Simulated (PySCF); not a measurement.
Isomers of C5H6O3, mass 114.032 u with the commonest isotopes. Level of theory: CAM-B3LYP/def2-SVPD in PySCF (dipole) on a GFN2-xTB geometry, gas phase. One conformer each, none proved a minimum here; rigid rotors.

Problem. Order these by rotational constant A, smallest first.
A. `[CH2:1]=[CH:2][C@H:3]1[O:4][CH2:5][O:6][C:7]1=[O:8]` with C1–C2–C3–O4 150°, C2–C3–O4–C5 98°, C3–O4–C5–O6 22°, O4–C5–O6–C7 -14°, C5–O6–C7–O8 -178°
B. `[O:1]=[C:2]([OH:3])[C@@H:4]1[CH:5]=[CH:6][CH2:7][O:8]1` with O1–C2–O3–H 0°, O1–C2–C4–C5 90°, C2–C4–C5–C6 -110°, C5–C6–C7–O8 -8°, C6–C7–O8–C4 14°, C2–C4–O8–C7 102°
C. `[O:1]=[CH:2][C@@H:3]1[CH2:4][C:5](=[O:6])[CH2:7][O:8]1` with O1–C2–C3–C4 -34°, C2–C3–C4–C5 -100°, C3–C4–C5–O6 173°, C4–C5–C7–O8 -10°, C5–C7–O8–C3 25°
D. `[O:1]=[CH:2][O:3]/[CH:4]=[C:5]1\[CH2:6][CH2:7][O:8]1` with O1–C2–O3–C4 -2°, C2–O3–C4–C5 -40°

Solution. A (3323 MHz), C (3682 MHz), B (4286 MHz), D (4742 MHz).

Problem. Order these by radius of gyration √(Σ m r²/M), smallest first.
A. `[O:1]=[C:2]([OH:3])[C@@H:4]1[CH:5]=[CH:6][CH2:7][O:8]1` with O1–C2–O3–H 0°, O1–C2–C4–C5 90°, C2–C4–C5–C6 -110°, C5–C6–C7–O8 -8°, C6–C7–O8–C4 14°, C2–C4–O8–C7 102°
B. `[O:1]=[CH:2][O:3]/[CH:4]=[C:5]1\[CH2:6][CH2:7][O:8]1` with O1–C2–O3–C4 -2°, C2–O3–C4–C5 -40°
C. `[O:1]=[CH:2][C@@H:3]1[CH2:4][C:5](=[O:6])[CH2:7][O:8]1` with O1–C2–C3–C4 -34°, C2–C3–C4–C5 -100°, C3–C4–C5–O6 173°, C4–C5–C7–O8 -10°, C5–C7–O8–C3 25°

Solution. A (1.832 Å), C (1.900 Å), B (1.955 Å).

Problem. Order these by rotational constant C, smallest first.
A. `[O:1]=[C:2]([OH:3])[C@@H:4]1[CH:5]=[CH:6][CH2:7][O:8]1` with O1–C2–O3–H 0°, O1–C2–C4–C5 90°, C2–C4–C5–C6 -110°, C5–C6–C7–O8 -8°, C6–C7–O8–C4 14°, C2–C4–O8–C7 102°
B. `[CH2:1]=[CH:2][C@H:3]1[O:4][CH2:5][O:6][C:7]1=[O:8]` with C1–C2–C3–O4 150°, C2–C3–O4–C5 98°, C3–O4–C5–O6 22°, O4–C5–O6–C7 -14°, C5–O6–C7–O8 -178°
C. `[O:1]=[CH:2][C@@H:3]1[CH2:4][C:5](=[O:6])[CH2:7][O:8]1` with O1–C2–C3–C4 -34°, C2–C3–C4–C5 -100°, C3–C4–C5–O6 173°, C4–C5–C7–O8 -10°, C5–C7–O8–C3 25°
D. `[O:1]=[CH:2][O:3]/[CH:4]=[C:5]1\[CH2:6][CH2:7][O:8]1` with O1–C2–O3–C4 -2°, C2–O3–C4–C5 -40°

Solution. D (1200 MHz), C (1338 MHz), B (1389 MHz), A (1474 MHz).

| SMILES | point group | Ia (u·Å²) | Ib (u·Å²) | Ic (u·Å²) | κ | μa (D) | μb (D) | μc (D) |
| --- | --- | --- | --- | --- | --- | --- | --- | --- |
| O=C[C@@H]1CC(=O)CO1 | C1 | 137.27 | 308.12 | 377.80 | -0.74 | 0.70 | 2.23 | 1.00 |
| O=C(O)[C@@H]1C=CCO1 | C1 | 117.92 | 304.71 | 342.84 | -0.87 | 0.34 | 2.49 | 0.42 |
| C=C[C@H]1OCOC1=O | C1 | 152.07 | 254.68 | 363.81 | -0.38 | 0.25 | 2.83 | 0.46 |
| O=CO/C=C1\CCO1 | C1 | 106.58 | 343.57 | 421.10 | -0.85 | 0.50 | 0.48 | 1.48 |
